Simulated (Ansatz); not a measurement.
AlH6OPSi, SMILES `[OH][AlH][SiH2]P`, relaxed with RKS PBE-D4/def2-SVP in Ansatz 0.2.0 from a rough embedded geometry. The force threshold is 0.03 eV/Å; the program also tests the step.

Charge 0, multiplicity 1.

Start:

```xyz
10

O    -1.582   -1.134   -1.527
Al   -1.452   -0.362    0.088
Si    0.265    1.187    0.411
P     2.233    0.286    0.114
H    -1.068   -1.962   -1.497
H    -2.460   -0.735    1.293
H     0.117    2.350   -0.464
H     0.225    1.717    1.856
H     1.802   -0.395   -1.154
H     1.919   -0.952    0.879
```

How much energy does the relaxation release, and in how many steps? (Estimate.)

The calculation gave: 53.33 kJ/mol, in 12 steps, 2 of them rejected.

Which bonds change most? (An estimate is asked.)

The calculation gave: Si3–P4 from 2.185 to 2.302 Å; Al2–Si3 from 2.335 to 2.440 Å; O1–Al2 from 1.795 to 1.726 Å; P4–H9 from 1.502 to 1.443 Å.

Give the relaxed structure. (Estimate.)

The calculation gave: 
```xyz
10

O    -1.395   -1.171   -1.462
Al   -1.424   -0.490    0.124
Si    0.271    1.238    0.436
P     2.381    0.355    0.167
H    -1.970   -1.903   -1.737
H    -2.439   -1.096    1.208
H     0.170    2.359   -0.569
H     0.251    1.871    1.806
H     2.016   -0.392   -1.011
H     2.138   -0.770    1.038
```
